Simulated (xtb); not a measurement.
BeH₃NS, SMILES [NH2][Be][SH]. All values are semi-empirical tight-binding results from xtb (GFN2-xTB unless named), good for trends rather than for accurate numbers. Geometry optimised at GFN2-xTB. The values are those of a single conformer.

Optimised geometry:

```xyz
6

Be    -0.0011    -0.6037     0.0000
N     -0.0114    -2.1049     0.0000
H     -0.0089    -2.7136    -0.8017
H     -0.0089    -2.7136     0.8017
S      0.0815     1.3108     0.0000
H     -1.2023     1.6037     0.0000
```
Charge 0, spin multiplicity 1.

For metal compounds this method's bond lengths and energies can be far off.

```
Item                                          Result
-------------------------------------  -------------
point group as xtb finds it                       Cs
orbital gap                                  5.25 eV
zero-point energy                      21.3 kcal/mol
G − E(el) at 298.15 K (modified RRHO)   4.4 kcal/mol
```

Computed atomic charges and the Wiberg bond orders between heavy atoms:
charges (e) Be1 0.59, N2 -0.52, H3 0.16, H4 0.16, S5 -0.56, H6 0.17. Bond orders Be1–N2 1.24, Be1–S5 0.95.
